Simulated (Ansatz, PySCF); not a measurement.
Gas-phase reaction R1 → P1, each structure at its B3LYP-D3(BJ)/def2-TZVP stationary point, reached from a drawn start; harmonic modes at that level show minima.
R1, H2OSi (SMILES O=[SiH2]) (charge 0, multiplicity 1):
```xyz
4

Si    -0.0071     0.0334     0.0061
O     -0.3187     1.4965     0.2721
H      1.3198    -0.4676    -0.4196
H     -0.9940    -1.0623     0.1414
```
P1, H2OSi (SMILES O[SiH]) (charge 0, multiplicity 1):
```xyz
4

Si    -0.2859     0.8664    -0.0989
O      0.5044    -0.5879     0.0737
H     -1.6843     0.2487    -0.0624
H      1.4657    -0.5271     0.0875
```

P less R. No zero-point or thermal terms.

Programs: Ansatz (an electronic-structure program); PySCF for the D3/D4 terms. No computed number here is a measurement.

Problem. One of these levels gives -3.61 kcal/mol for the reaction energy. Which one is it?
(A) B3LYP-D4/def2-TZVPP
(B) PBE0/def2-TZVPP
(C) HF/cc-pV(D+d)Z
(D) wB97M-V/def2-TZVPP

Solution. D, wB97M-V/def2-TZVPP. The others give -6.99 (HF/cc-pV(D+d)Z), -0.94 (B3LYP-D4/def2-TZVPP), -2.30 (PBE0/def2-TZVPP)
